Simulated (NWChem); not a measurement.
Molecule: C$_{4}$H$_{6}$; SMILES C#CCC

**Question.** Give the equilibrium geometry at PBE0/def2-SVP (NWChem) as a list of bonds and angles, with the point group.

**Answer.** point group Cs; any orientation.
Bonded distances (Å): C1–C2 1.211, C1–H5 1.074, C2–C3 1.459, C3–C4 1.528, C3–H6 1.104, C3–H7 1.104, C4–H8 1.100, C4–H9 1.100, C4–H10 1.100. Bond angles (°): C2–C1–H5 179.7, C1–C2–C3 179.1, C2–C3–C4 113.6, C2–C3–H6 108.7, C2–C3–H7 108.7, C4–C3–H6 110.0, C4–C3–H7 110.0, H6–C3–H7 105.7, C3–C4–H8 110.5, C3–C4–H9 111.0, C3–C4–H10 111.0, H8–C4–H9 108.2, H8–C4–H10 108.2, H9–C4–H10 107.8.
